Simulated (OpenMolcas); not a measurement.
## Ag4+: moving or changing the point charges

Ag4+ among 8 point charges of -1.2 e arranged as a cube (Oh), 2.09 Å from the ion.
```
   1.2067    1.2067    1.2067  -1.20
   1.2067    1.2067   -1.2067  -1.20
   1.2067   -1.2067    1.2067  -1.20
   1.2067   -1.2067   -1.2067  -1.20
  -1.2067    1.2067    1.2067  -1.20
  -1.2067    1.2067   -1.2067  -1.20
  -1.2067   -1.2067    1.2067  -1.20
  -1.2067   -1.2067   -1.2067  -1.20
```

```yaml
Program: OpenMolcas 26.06
Method: "SS-CASPT2, IPEA 0.25 Eh, imaginary shift 0.1 Eh (closed shells correlated: 4s 4p)"
Basis: ANO-RCC-VDZP [6s5p3d1f]
Scalar_Hamiltonian: DKH2, point nucleus
Active_space: 7 electrons in 5 orbitals (4d)
State_averaging: 2S+1 = 4 even, 10 roots; 2S+1 = 2 even, 40 roots
Spin-orbit_coupling: RASSI with atomic mean-field integrals over the reference wave functions
```

Runs around this geometry, states (labels of O, the rotations of Oh). Energies in cm-1 above the lowest state or level, χT in cm3 K/mol.

```tsv
R (Å)	q (e)	Ground state	First state of that spin	First gap with spin-orbit (degeneracies)	χT at 300 K	First state of another spin
2.09	-0.78	4A2	4T2 1760	1130 (4, 4)	4.559	2E 17120
1.89	-1.2	4A2	4T2 3910	3130 (4, 4)	3.913	2E 18150
2.09	-1.2	4A2	4T2 2340	1810 (4, 4)	4.305	2E 17630
```

Taking the first state of the same spin as R^-n, n = -ln(2340 / 3910) / ln(2.09 / 1.89) = 5.1 between the shortest and longest distance.

Scaling the charges by -0.78 / -1.2 = 0.65 scales the first state of the same spin by 1760 / 2340 = 0.75; with fixed orbitals a first-order splitting would follow the charge.

Roots that are degenerate in the reference are averaged as groups; the widest CASPT2 spread within a group is 170 cm-1 (the 3-fold group of multiplicity 2 near 28700 cm-1 above the lowest state of its run, R = 1.89, q = -1.2). Shifts and gaps below about the spread of the groups concerned are not significant. Free-ion shares, where given, are those of the reference states; single-state CASPT2 does not remix them. Spin-orbit coupling mixes the spin-free states strongly: the lowest level takes only 54 % from its leading state, 4A2 (figures for R = 2.09, q = -0.78; the like holds for R = 2.09, q = -1.2). The ground term spreads over less than 5000 cm-1, several times less than with real ligands, so orbital moments are less quenched and χT lies further from the spin-only value than at real sites (holds for R = 2.09, q = -0.78; R = 2.09, q = -1.2). Point charges carry no covalency, so the field is a model and not that of real ligands. No measured value stands beside these numbers.
